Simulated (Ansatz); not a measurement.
Reaction (ligand exchange at a B–C bond): `CB(N)F` + H–F → `NB(F)F` + CH₄

Calculated with Ansatz (gas phase, PBE0-D4/def2-TZVP geometries, no zero-point term in ΔE). CCSD(T)/CBS adds triple-zeta CCSD(T) − MP2 to the extrapolated MP2 energy (def2 sets, frozen cores). This one scheme is used for every species. DFT in def2-TZVPP. Each species was taken in one conformer, which may not be the lowest.

`CB(N)F`:

Z-matrix (Å, degrees):
```
C
B 1 1.566
H 1 1.094 2 110.2
H 1 1.091 2 113.8 3 -121.5
H 1 1.094 2 110.2 3 116.9
N 2 1.396 1 124.5 3 121.2
F 2 1.347 1 118.6 3 -58.8
H 6 1.006 2 122.4 1 -180.0
H 6 1.003 2 123.0 1 0.0
```

H–F:

Z-matrix (Å, degrees):
```
F
H 1 0.920
```

`NB(F)F`:

```xyz
6

N    -0.320    0.411    0.535
B     0.276   -0.356   -0.463
F    -0.456   -0.995   -1.370
F     1.598   -0.475   -0.542
H     0.215    0.901    1.228
H    -1.315    0.514    0.611
```

CH₄:

```xyz
5

C     0.000    0.000    0.000
H    -0.785   -0.217   -0.724
H     0.760    0.627   -0.465
H     0.454   -0.933    0.334
H    -0.429    0.522    0.855
```

(1) Is it downhill or uphill in electronic energy at CCSD(T)/CBS, and by how much? (Best estimate.)

(2) What do these levels give: revPBE-D4, r2SCANh-D4, PBE-QIDH, r2SCAN, CCSD/def2-TZVPP, HF/def2-QZVPP? (Estimate.)

(3) What do rigid-rotor, harmonic-oscillator terms from PBE0-D4/def2-TZVP frequencies (298.15 K, 1 bar) make of the CCSD(T)/CBS value? (Estimate.)

Largest T1 diagnostic among the species: 0.011.

Answers

(1) Ansatz gave: Downhill: ΔE = -32.0 kcal/mol.

(2) Computed: revPBE-D4 -31.2, r2SCANh-D4 -34.5, PBE-QIDH -33.1, r2SCAN -34.7, CCSD/def2-TZVPP -33.7, HF/def2-QZVPP -38.6 kcal/mol.

(3) The calculation gave: ΔZPE = +0.8 kcal/mol, ΔH = -31.5 kcal/mol, ΔS = -12 J/(mol·K), ΔG = -30.7 kcal/mol.

At CCSD(T), def2-SVP lies −5.9 kcal/mol from the extrapolated value and def2-TZVPP −1.1 kcal/mol. From BLYP to BHLYP (50 % exact exchange), in def2-TZVPP and without D4, ΔE moves by −1.2 kcal/mol.
